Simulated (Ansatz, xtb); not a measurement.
# Relative energy of two isomers of C5H4OSe

Structure X: `O=Cc1cc[se]c1`, a singlet. Structure Y: `O=c1cccc[se]1`, a singlet. Both are isolated molecules in the gas phase, relaxed with PBE0-D3(BJ)/def2-SVP; the shapes shown needn't be the lowest conformers.

X (Å):

```yaml
atoms:
  - { symbol: C, position_ang: [-2.0360, -0.2182, 1.5431] }
  - { symbol: C, position_ang: [-0.9328, 0.3194, 0.7270] }
  - { symbol: C, position_ang: [-1.1048, 1.3297, -0.2745] }
  - { symbol: C, position_ang: [0.0408, 1.6909, -0.9190] }
  - { symbol: C, position_ang: [0.3627, -0.1197, 0.8728] }
  - { symbol: O, position_ang: [-1.9125, -1.0677, 2.3903] }
  - { symbol: Se, position_ang: [1.5043, 0.7385, -0.2836] }
  - { symbol: H, position_ang: [-3.0381, 0.2299, 1.3177] }
  - { symbol: H, position_ang: [-2.0768, 1.7737, -0.5017] }
  - { symbol: H, position_ang: [0.1544, 2.4314, -1.7099] }
  - { symbol: H, position_ang: [0.6954, -0.8803, 1.5789] }
```

Y (Å):

```xyz
11

C    -1.4640   -1.0236    0.3309
C    -1.9455    0.2255    0.8869
C    -1.3027    1.4268    0.9091
C    -0.0042    1.7169    0.3846
C     0.7870    0.8002   -0.2261
O    -2.0508   -2.0732    0.3230
Se    0.3233   -0.9731   -0.4836
H    -2.9438    0.1397    1.3266
H    -1.8354    2.2597    1.3778
H     0.3691    2.7393    0.4840
H     1.7743    1.0715   -0.6112
```

Quicker runs give these differences E(Y) − E(X): GFN2-xTB −6.09 kcal/mol; HF/STO-3G +3.99 kcal/mol (at GFN2-xTB geometries); r2SCAN-D4/def2-SVP −5.95 kcal/mol (at GFN2-xTB geometries).

Task: Which of the two would you expect CCSD(T)/def2-SVP + ΔMP2/def2-TZVPP electronic energies to favour?

Result: Too close to call at this level: CCSD(T)/def2-SVP + ΔMP2/def2-TZVPP gives E(Y) − E(X) = −0.52 kcal/mol.

How the difference moves with the method:

| level | geometry | E(Y) − E(X) (kcal/mol) | departure from the last row (kcal/mol) | job, with rough time for the two |
| --- | --- | --- | --- | --- |
| GFN2-xTB | GFN2-xTB | −6.09 | −5.57 | optimisation, 0.15 s |
| HF/STO-3G | GFN2-xTB | +3.99 | +4.51 | single point, 0.52 s |
| r2SCAN-D4/def2-SVP | GFN2-xTB | −5.95 | −5.43 | single point, 4.5 s |
| PBE0-D3(BJ)/def2-SVP | PBE0-D3(BJ)/def2-SVP | −3.59 | −3.07 | optimisation, 30 s |
| HF/def2-SVP | PBE0-D3(BJ)/def2-SVP | +0.27 | +0.80 | part of the CCSD(T) run |
| MP2/def2-SVP | PBE0-D3(BJ)/def2-SVP | +1.78 | +2.30 | part of the CCSD(T) run |
| CCSD(T)/def2-SVP | PBE0-D3(BJ)/def2-SVP | −0.21 | +0.31 | single point |
| CCSD(T)/def2-SVP + ΔMP2/def2-TZVPP | PBE0-D3(BJ)/def2-SVP | −0.52 |  | single point, 85 s |

As drawn, Y has 1 C–C, 2 C=C, 2 C–Se in place of 3 C∷C, 2 C∷Se (∷ is an aromatic bond). Structure X has a 5-membered ring (with an aromatic ring), Y a 6-membered ring.

The largest departure from CCSD(T)/def2-SVP + ΔMP2/def2-TZVPP is that of GFN2-xTB, 5.57 kcal/mol. The last row adds to CCSD(T) the change of the MP2 difference between the two basis sets, here −0.31 kcal/mol.

With thermal terms from frequencies at re-optimised GFN2-xTB minima (ideal gas, soft modes damped towards free rotors, one conformer each, 298.15 K, 1 atm): the zero-point term adds +0.61 kcal/mol; ΔH is +0.03 and ΔG +0.25 kcal/mol.

The correlated steps freeze 15 core orbitals; the filled d shell of Se is correlated, in a basis made for valence electrons. Codes used: Ansatz 0.2.0, xtb 6.7.1; the last row on 4 threads of Arm Neoverse V1 on a shared host.
